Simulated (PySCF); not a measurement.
O₃S, SMILES O=S(=O)=O. Coordinates come from a B3LYP-D3(BJ)/def2-TZVP optimisation.

PySCF with TDDFT-PBE/def2-SVPD puts the lowest singlet excitations at 4.83, 4.93, 6.52, 6.52, 6.93, 6.93 eV.

What are the lowest excitation roots from ADC(2)/aug-cc-pVDZ in PySCF? (An estimate is asked for; the answer gives what the named calculation found.)

5.25, 5.30, 6.78, 6.78, 7.52, 7.52 eV. S1 differs by 0.42 eV (second minus first; roots are paired by order, and the bases may differ).
